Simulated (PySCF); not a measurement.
**Dy(II) with different ligands**

Computed with PySCF 2.14.0, PBE0, def2-SVP on the ligands, density fitting, scalar-relativistic core potentials, no spin-orbit coupling, vacuum. The metal has lcecp-0-SVP with ECP56. Each complex is relaxed within the symmetry of a template of the same shape. Distances are means of the shortest metal–ligand contacts, charges and spins Mulliken's. lcecp potentials hold a fixed number of 4f electrons in the core, out of states, spins and gaps.

```
 complex  point group  M–first ligand (Å)  charge on M (e)  strongest infrared band, degenerate modes summed (cm⁻¹)  unstable modes (below −25 cm⁻¹)
 [DySF]−           Cs               2.584             0.19                                                      437                                0
[DyOCl]−           Cs               2.004             0.21                                                      605                                0
 [DyOF]−           Cs               2.036             0.26                                                      407                                0
```

**Question.** What does the calculation give for [DyO(OH)]−?

**Answer.** point group: Cs, M–first ligand (Å): 2.039, charge on M (e): 0.18, unstable modes (below −25 cm⁻¹): 0.
```xyz
4

Dy   -0.0151   -0.0452   -0.3345
O     1.6339    0.0272    0.8627
O    -2.1425    0.0246    0.4132
H    -2.6928    0.0822    1.1995
```

One start shape was tried for each, so a minimum needn't be the lowest isomer. Oxidation states forced by the potential, rare, strongly oxidising or of another configuration in reality: [DySF]−, [DyOCl]−, [DyO(OH)]−, [DyOF]−. Small gap, closed shell not tested for a spin-broken solution: [DyO(OH)]−, [DyOF]−.
